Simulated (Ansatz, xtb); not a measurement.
## A geometry optimisation of Al2H2OSe with r2SCAN-D4/def2-SVP

The starting geometry of this gas-phase singlet was built from a drawn formula by distance geometry and a force field; its bonds are those of `[O]1[AlH][AlH][Se]1`.

```yaml
atoms:
  - { symbol: Al, position_ang: [-3.5655, 0.9491, 0.1450] }
  - { symbol: Al, position_ang: [-2.3633, -0.8161, 1.1828] }
  - { symbol: O, position_ang: [-2.3147, 0.8899, -1.2168] }
  - { symbol: Se, position_ang: [-0.8330, 0.1543, -0.3531] }
  - { symbol: H, position_ang: [-4.3208, 2.1773, 0.8757] }
  - { symbol: H, position_ang: [-2.2489, -1.2017, 2.7431] }
```

**Question.** Predict what it relaxes into with r2SCAN-D4/def2-SVP.

**Answer.** It keeps its bonds, and is `[O]1[AlH][AlH][Se]1`.

The energy falls by 0.74 eV over 8 steps:

```json
{"step": "1", "E − E(last) (eV)": "0.738"}
{"step": "2", "E − E(last) (eV)": "0.417"}
{"step": "3", "E − E(last) (eV)": "0.234"}
{"step": "4", "E − E(last) (eV)": "0.132"}
{"step": "5", "E − E(last) (eV)": "0.039"}
{"step": "6", "E − E(last) (eV)": "0.011"}
{"step": "7", "E − E(last) (eV)": "0.000"}
{"step": "8", "E − E(last) (eV)": "0.000"}
```

Final geometry (Å):

```yaml
atoms:
  - { symbol: Al, position_ang: [-3.5041, 1.2553, 0.3338] }
  - { symbol: Al, position_ang: [-2.2643, -0.6290, 1.5332] }
  - { symbol: O, position_ang: [-2.2650, 1.1330, -0.8875] }
  - { symbol: Se, position_ang: [-1.0417, -0.1984, -0.4217] }
  - { symbol: H, position_ang: [-4.6779, 2.3168, 0.1954] }
  - { symbol: H, position_ang: [-1.8932, -1.7248, 2.6235] }
```

From the same start GFN2-xTB ends elsewhere, differing in Al1–Al2 (3.40 against 2.55 Å here), Al2–O3 (1.76 against 2.99 Å here), O3–Se4 (3.42 against 1.87 Å here).

No frequencies were run, so the end isn't proven a minimum. Run with Ansatz 0.2.0, 19 s on 2 threads of Arm Neoverse V2, on a shared host.
